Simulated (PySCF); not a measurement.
Polarisability and C₆ of Si²⁺ (silicon, charge +2)

[Ne] 3s1 3p1, high-spin 3P determinant (an excited configuration). Calculation: PySCF 2.14, in aug-cc-pVQZ-DK (7s6p4d3f2g, 84 functions); scalar relativity by spin-free X2C-1e. Coupled (time-dependent) response in atomic units; α is the mean over directions.

```json
{"method": "TPSS", "mean α (bohr³)": "10.40", "α xx, yy, zz": "11.32, 8.558, 11.32", "C₆ (like pair)": "33.06", "S(−4)": "67.49"}
```

S(−4) is the Cauchy moment in α(ω) = α(0) + S(−4) ω² + …

α(iu) at TPSS:

| u (hartree) | α(iu) (bohr³) |
| --- | --- |
| 0 | 10.40 |
| 0.0500 | 10.24 |
| 0.100 | 9.770 |
| 0.200 | 8.287 |
| 0.300 | 6.645 |
| 0.500 | 4.126 |
| 0.750 | 2.428 |
| 1.00 | 1.578 |
| 1.50 | 0.8333 |
| 2.00 | 0.5308 |
| 3.00 | 0.2874 |
| 5.00 | 0.1352 |

A single London oscillator, α(iu) = α/(1 + u²/ω²), gives C₆ = (3/4) ω α². Matching the computed C₆ needs ω = 4 × 33.06 / (3 × 10.40²) = 0.408 hartree.

For an ion, C₆ is the dispersion term alone; charge-induced terms of lower order in 1/R come first.

The components differ because the open shell of this determinant is not spherical; for a pure term their mean is the scalar polarisability.
